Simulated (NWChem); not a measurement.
System: InNH₃F; SMILES [NH2][InH][F]

Here is an NWChem input.

```
start job
memory heap 200 mb stack 900 mb global 1100 mb
geometry units angstroms noautosym nocenter noautoz
  In    -0.279360    -0.082478     0.028276
  H     -1.958554    -0.330663    -0.046450
  F      0.871551    -1.675147    -0.086113
  N      0.899788     1.541890     0.060999
  H      1.882888     1.421282     0.283156
  H      0.561677     2.435155     0.401583
end
basis spherical
  * library def2-svpd
end
ecp
  In library def2-ecp
end
dft
  xc pbe0
  iterations 150
end
property
  response 1 0.0
end
task dft property
```

Excerpt of the output:

```
             Northwest Computational Chemistry Package (NWChem) 7.3.0
             --------------------------------------------------------

                             Geometry "geometry" -> ""
                             -------------------------

 Output coordinates in angstroms (scale by  1.889725989 to convert to a.u.)

  No.       Tag          Charge          X              Y              Z
 ---- ---------------- ---------- -------------- -------------- --------------
    1 In                  49.0000    -0.27936000    -0.08247800     0.02827600
    2 H                    1.0000    -1.95855400    -0.33066300    -0.04645000
    3 F                    9.0000     0.87155100    -1.67514700    -0.08611300
    4 N                    7.0000     0.89978800     1.54189000     0.06099900
    5 H                    1.0000     1.88288800     1.42128200     0.28315600
    6 H                    1.0000     0.56167700     2.43515500     0.40158300

 Effective nuclear repulsion energy (a.u.)     267.1505747873

                                 NWChem DFT Module
                                 -----------------

 Summary of "ao basis" -> "ao basis" (spherical)
 ------------------------------------------------------------------------------
       Tag                 Description            Shells   Functions and Types
 ---------------- ------------------------------  ------  ---------------------
 In                        def2-svpd                12       32   5s4p3d
 H                         def2-svpd                 4        8   2s2p
 F                         def2-svpd                 9       23   4s3p2d
 N                         def2-svpd                 8       20   4s2p2d

            General Information
            -------------------
          SCF calculation type: DFT
          Wavefunction type:  closed shell.
          No. of atoms     :     6
          No. of electrons :    40
           Alpha electrons :    20
            Beta electrons :    20
          Charge           :     0
          Spin multiplicity:     1
          Use of symmetry is: off; symmetry adaption is: off
          Maximum number of iterations: 150
          AO basis - number of functions:    99
                     number of shells:    41
          Convergence on energy requested:  1.00D-06
          Convergence on density requested:  1.00D-05
          Convergence on gradient requested:  5.00D-04

              XC Information
              --------------
                         PBE0 Method XC Functional
                     Hartree-Fock (Exact) Exchange  0.250
          PerdewBurkeErnzerhof Exchange Functional  0.750
            Perdew 1991 LDA Correlation Functional  1.000 local
           PerdewBurkeErnz. Correlation Functional  1.000 non-local

             Grid Information
             ----------------
          Grid used for XC integration:  medium
          Radial quadrature: Mura-Knowles
          Angular quadrature: Lebedev.
          Tag              B.-S. Rad. Rad. Pts. Rad. Cut. Ang. Pts.
          ---              ---------- --------- --------- ---------
          In                  1.55      123          10.0       590
          H                   0.35       45          12.0       434
          F                   0.50       49          11.0       434
          N                   0.65       49          11.0       434
          Grid pruning is: on
          Number of quadrature shells:   356
          Spatial weights used:  Erf1

      Superposition of Atomic Density Guess
      -------------------------------------

 Sum of atomic energies:        -373.08831868

      Non-variational initial energy
      ------------------------------

 Total energy =    -344.615040
 1-e energy   =    -803.391010
 2-e energy   =     330.888615
 HOMO         =      -0.343848
 LUMO         =      -0.035560

   convergence    iter        energy       DeltaE   RMS-Dens  Diis-err
 ---------------- ----- ----------------- --------- --------- ---------
 d= 0,ls=0.0,diis     1   -346.1723361929 -4.74D+02  2.20D-02  8.68D-01
 d= 0,ls=0.0,diis     2   -345.8882962570  2.84D-01  1.07D-02  4.07D+00
 d= 0,ls=0.0,diis     3   -346.2835038937 -3.95D-01  1.93D-03  1.71D-02
 d= 0,ls=0.0,diis     4   -346.2827934018  7.10D-04  1.10D-03  2.37D-02
 d= 0,ls=0.0,diis     5   -346.2853968292 -2.60D-03  1.29D-04  1.07D-04
  Resetting Diis
 d= 0,ls=0.0,diis     6   -346.2854087532 -1.19D-05  3.94D-05  3.70D-06
 d= 0,ls=0.0,diis     7   -346.2854092033 -4.50D-07  1.50D-05  3.33D-07
 d= 0,ls=0.0,diis     8   -346.2854092176 -1.44D-08  7.15D-06  1.98D-07

         Total DFT energy =     -346.285409217607
      One electron energy =     -805.761809724363
           Coulomb energy =      366.647825404952
    Exchange-Corr. energy =      -35.058779440156
 Nuclear repulsion energy =      127.887354541960

 Numeric. integr. density =       40.000009886440

                       DFT Final Molecular Orbital Analysis
                       ------------------------------------

[...]

 DFT Linear Response polarizability / au
 Frequency  =       0.0000000 / au
              X              Y              Z
 -----------------------------------------------
 X      48.2622402      5.3459570     -0.0720817
 Y       5.3459831     47.6076375      0.0459615
 Z      -0.0720856      0.0459900     35.9822634
 -----------------------------------------------
 Eigenvalues =      53.2909314     42.5800126     35.9811972
 Isotropic   =      43.9507137
 Anisotropic =      15.1310119
 -----------------------------------------------

 Magnetic Dipole Response Matrix (nonzero elements):

 Exiting AOResponse driver routine
```

Level: PBE0/def2-SVPD with def2 effective core potentials on In. The geometry was optimised at PBE0/def2-SVP. No frequency run checked for a minimum. def2 effective core potentials on In; no spin-orbit coupling.
